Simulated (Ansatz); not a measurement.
This geometry of ClH + F3H3OSiTi (11 atoms, charge 0, multiplicity 1) is a first-order saddle point.

All numbers below come from Ansatz, RHF/def2-SVP.

```xyz
11
Properties=species:S:1:pos:R:3
Ti 0.134 -0.327 0.094
O -0.321 -0.691 1.903
Si -1.416 -0.209 3.107
H -2.768 -0.622 2.696
H -1.003 -0.893 4.344
H -1.328 1.253 3.252
F 1.518 0.626 -0.254
F -1.123 0.842 -0.075
F -0.292 -1.442 -1.138
Cl 1.719 -2.203 1.213
H 0.600 -1.532 1.958
```

(1) Which two structures does it join? (They come from a converged band through this point; their orientation in space is the band's.)

(2) How far does it lie above each of them?

Answers

(1) Bonds broken: Cl10–H11. Bonds formed: Ti1–Cl10, O2–H11. ClH + F3H3OSiTi becomes ClF3H4OSiTi.

Initial state:

```xyz
11
Properties=species:S:1:pos:R:3
Ti -0.270 0.222 -0.042
O -0.937 -0.017 1.535
Si -1.527 -0.334 3.074
H -1.964 -1.740 3.130
H -0.457 -0.070 4.051
H -2.670 0.568 3.311
F 1.267 -0.609 -0.139
F -0.021 1.909 -0.336
F -1.334 -0.423 -1.244
Cl 1.680 -2.657 2.423
H 1.953 -2.048 1.335
```

Final state:

```xyz
11
Properties=species:S:1:pos:R:3
Ti 0.108 -0.511 -0.070
O 0.030 -0.685 2.156
Si -1.227 -0.198 3.207
H -2.352 -1.136 3.090
H -0.648 -0.256 4.563
H -1.600 1.171 2.838
F 1.110 0.859 0.221
F -1.593 -0.279 0.260
F 0.014 -0.441 -1.784
Cl 1.151 -2.497 0.106
H 0.724 -1.227 2.511
```

(2) 1.02 eV above the first and 1.09 eV above the second. This is the barrier of this one path; another mechanism may lie lower. The orbitals stay closed-shell, which can raise the energy where a bond breaks towards radicals; this wasn't checked here.

Time of the run: 4.7 min on 4 threads of Intel(R) Xeon(R) 6975P-C (Granite Rapids), on a shared host, peak memory 0.48 GiB.
